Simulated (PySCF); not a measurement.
```xyz
6

N     -1.1166    -0.0024     0.1723
Ga     0.6925     0.0007     0.0016
Cl     1.7820    -1.8436    -0.0078
Cl     1.7812     1.8446    -0.0114
H     -1.6279    -0.8468    -0.0690
H     -1.6343     0.8378    -0.0695
```

Charge 0, multiplicity 1.

**Question.** Give the Mulliken and meta-Löwdin atomic charges from PBE-D3(BJ)/def2-TZVP in PySCF.

**Answer.** 
```csv
atom,Mulliken (e),meta-Löwdin (e)
N1,-0.53,-0.63
Ga2,0.52,0.65
Cl3,-0.24,-0.26
Cl4,-0.23,-0.26
H5,0.24,0.25
H6,0.24,0.25
```
